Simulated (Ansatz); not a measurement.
Reaction (hydrogenolysis of a C–S bond): `SC1CBC1` + H₂ → `B1CCC1` + H₂S

Computed with Ansatz on PBE0-D4/def2-TZVP structures; ΔE is electronic, products minus reactants. CCSD(T)/CBS is the MP2 limit (def2-TZVPP, def2-QZVPP) plus CCSD(T) − MP2 in def2-TZVPP, frozen cores. This one scheme is used for every species. Functionals use def2-TZVPP. B3LYP here is the variant with VWN-RPA as its local correlation; programs differ in this. One conformer a species, not always the lowest.

(1) Is it downhill or uphill in electronic energy at CCSD(T)/CBS, and by how much? (An estimate is asked.)

(2) What do these levels give: PBE-D4, ωB97X-V, ωB97M-V, B2PLYP, r2SCAN, PBE0, B3LYP, HF/def2-TZVPP, MP2/def2-TZVPP, CCSD/def2-TZVPP, HF/def2-QZVPP, MP2/def2-QZVPP? (An estimate is asked.)

Largest T1 diagnostic among the species: 0.011.

Answers

(1) The calculation gave: Downhill: ΔE = -58.8 kJ/mol.

(2) Computed: PBE-D4 -55.3, ωB97X-V -58.2, ωB97M-V -60.3, B2PLYP -63.5, r2SCAN -61.4, PBE0 -65.4, B3LYP -66.9, HF/def2-TZVPP -69.9, MP2/def2-TZVPP -58.3, CCSD/def2-TZVPP -66.0, HF/def2-QZVPP -70.1, MP2/def2-QZVPP -56.2 kJ/mol.

In def2-TZVPP, CCSD(T) changes the Hartree–Fock value by +7.5 kJ/mol (the triples alone add +3.5 kJ/mol) and MP2 by +11.7 kJ/mol. From PBE to PBE0 (25 % exact exchange), in def2-TZVPP and without D4, ΔE moves by −3.0 kJ/mol.
